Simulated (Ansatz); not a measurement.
`C=[C]([GeH3])[SeH]` and `C=C(F)[SeH]` differ in one atom or group.

Ansatz, PBE0-D4/def2-TZVP geometries, multiplicity 1. Each molecule was computed in one conformer, which needn't be the lowest.

Scalar relativity is left out up to krypton.

```csv
property,`C=[C]([GeH3])[SeH]`
LUMO energy (PBE0/def2-TZVPP) / eV,-0.51
HOMO energy (PBE0/def2-TZVPP) / eV,-6.52
size of the dipole moment (PBE/def2-TZVPP) / D,0.60
HOMO–LUMO gap (PBE0/def2-TZVPP) / eV,6.01
LUMO energy (ωB97M-V/def2-TZVPP) / eV,1.52
HOMO–LUMO gap (B3LYP/def2-TZVPP) / eV,5.58
```

**Question.** What does the change do to each property? (An estimate is asked.)

**Answer.** The calculation gave: 
```csv
property,`C=C(F)[SeH]`,shift
LUMO energy (PBE0/def2-TZVPP) / eV,-0.41,0.10
HOMO energy (PBE0/def2-TZVPP) / eV,-6.94,-0.42
size of the dipole moment (PBE/def2-TZVPP) / D,0.73,0.13
HOMO–LUMO gap (PBE0/def2-TZVPP) / eV,6.52,0.51
LUMO energy (ωB97M-V/def2-TZVPP) / eV,1.62,0.10
HOMO–LUMO gap (B3LYP/def2-TZVPP) / eV,6.05,0.47
```

With PBE0 the HOMO falls by 0.42 eV and the LUMO rises by 0.10 eV, so the gap widens by about 0.52 eV. PBE moves the HOMO by -0.33 eV and ωB97M-V by -0.46 eV. Dipoles are sizes alone; their direction can turn.

B3LYP here is the variant with VWN-RPA as its local correlation; programs differ in this.

Spin–orbit coupling is left out; it splits and shifts lone-pair levels of the heavy atoms by tenths of an eV.
